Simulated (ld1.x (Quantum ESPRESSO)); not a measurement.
## Cl: one change to an ultrasoft potential, before and after

```json
{
 "Element": "Cl (Z = 17)",
 "Generator": "ld1.x (Quantum ESPRESSO) 7.5",
 "Type": "ultrasoft",
 "Functional": "LDA (PZ)",
 "Relativity": "scalar-relativistic",
 "Frozen core": "[Ne]",
 "Valence charge": "7",
 "Reference configuration": "3s1 3p6",
 "Partial waves": "3s (bound): rcut 1.10, rcutus 1.45 bohr; 3s channel at -0.55 Ry: rcut 1.10, rcutus 1.45 bohr; 3p (bound): rcut 0.95, rcutus 1.10 bohr; 3p channel at 1.25 Ry: rcut 0.95, rcutus 1.10 bohr",
 "Local potential": "all-electron potential smoothed inside 1.05 bohr (lloc = -1)",
 "Core correction": "none",
 "Augmentation charge": "PSQ, inside the norm-conserving radii"
}
```

All-electron outer shells of the reference configuration (LDA (PZ), scalar-relativistic, ld1.x):

```tsv
shell	level (eV)	outermost node (bohr)	outermost maximum (bohr)
2s	-253.04	0.12	0.36
2p	-192.92	–	0.30
3s	-21.35	0.56	1.27
3p	-9.24	0.53	1.41
```

Change: local potential all-electron potential smoothed inside 0.85 bohr (lloc = -1).

Cutoffs: the cutoffs (Ry, on a coarse ladder) from which the occupation-weighted sum of valence levels, in a spherical-Bessel basis at the reference potential, stays within 10 and 1 mRy of its value at 400 Ry; they do not see the model core or the augmentation charge, which bear on the density cutoff. Errors are all-electron minus pseudo energies relative to the spin-unpolarised reference configuration.

What does the change do?

The potential gets softer (35 Ry and 70 Ry → 35 Ry and 60 Ry); the number of tests with a reliable result goes from 9 to 6 (the test run of the changed file stopped, so its transferability is not established); of the 6 tests that both files solve, the error grows in 2 and shrinks in 0 by more than 15 % and 0.3 meV (median size 6.7 → 7.6 meV); the range in which the p phases agree widens (upper end 2.5 → at the end of the scan); neither file shows a bound ghost.

| quantity | base | changed |
| --- | --- | --- |
| cutoff, loose | 35 Ry | 35 Ry |
| cutoff, tight | 70 Ry | 60 Ry |
| bound ghosts | none | none |
| tests with a reliable result | 9 of 9 | 6 of 9 (the test run stopped) |
| error for 3s2 3p5, meV [ΔE -12.05 eV] | +6.6 | +8.1 |
| error for 3s2 3p4, meV [ΔE 1.92 eV] | +6.7 | +6.8 |
| error for 3s2 3p3, meV [ΔE 27.45 eV] | +14 | +16 |
| error for 3s2 3p4.5, meV [ΔE -6.41 eV] | +6.4 | +7.1 |
| error for 3s1 3p5, meV [ΔE 14.52 eV] | +0.5 | +1.7 |
| error for 3s2 3p1, meV [ΔE 118.22 eV] | +140 | +135 |
| s: phases at 1.60 bohr within 0.05 rad from the reference energy up to (Ry; the scan ends near 5) | to the end of the scan | 4.6 |
| p: phases at 1.60 bohr within 0.05 rad from the reference energy up to (Ry; the scan ends near 5) | 2.5 | to the end of the scan |
| lowest overlap eigenvalue by channel | s 0.38, p 0.75 | s 0.33, p 0.75 |
